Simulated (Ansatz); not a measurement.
Job for Ansatz (a first-principles code): U-CCSD(T)/def2-QZVPP on H (SMILES [H]). The basis file is the Basis Set Exchange's JSON of that set.

Ansatz 0.2 input:
```yaml
crystal:
  periodic: [false, false, false]
  atoms:
    - {symbol: H, position_ang: [0.00000000, 0.00000000, 0.00000000]}
basis:
  gaussian:
    orbitals: def2-QZVPP.json
magnetization: {spin_polarized: true, initial_magnetization: 1}
correlation: {method: ccsd_t, electrons: outside_noble_gas}
scf: {omitted_lower_state_checks: [cluster_reference]}
```

It printed:

```
WARN ansatz: RAYON_NUM_THREADS=1 ignored (pool sized by the plan → 1); use --threads N
Functional definition: HF
these checks for a lower state are left out or cut short: cluster_reference
integrals: 0.01 GiB planned
164 factors; integrals over basis functions are off by at most 1.4e-4 eV
mean field: 0.04 GiB planned
mean field evaluation 1: about -13.5498 eV, gradient 1.8e0 eV
mean field evaluation 2: about -13.5498 eV, gradient 1.8e0 eV
mean field evaluation 4: about -13.6053 eV, gradient 4.4e-3 eV
mean field evaluation 8: about -13.6052 eV, gradient 2.0e-6 eV
mean field -13.60523863 eV, -0.4999832978 hartree, gradient 2.0e-6 eV, S^2 0.750000; 0 other end points of the search recorded, 0 dependent functions left out
reference -13.60523863 eV, -0.4999832978 hartree; 1, 0 occupied and 29, 30 virtual orbitals, 164 factors
second order 0.00000000 eV of doubles, -0.00000000 eV of singles
coupled cluster: 0.05 GiB planned
cycle   1  -0.00000000 eV  change  -4.3e-15 eV  update   7.4e-9
perturbative correction 0.00000000 eV, 0.0000000000 hartree
Total energy: -13.60523863 eV, -0.4999832978 hartree
Checks for a lower state left out: cluster_reference
```

Self-consistency was reached.

Cost: roughly 0.26 core-seconds.
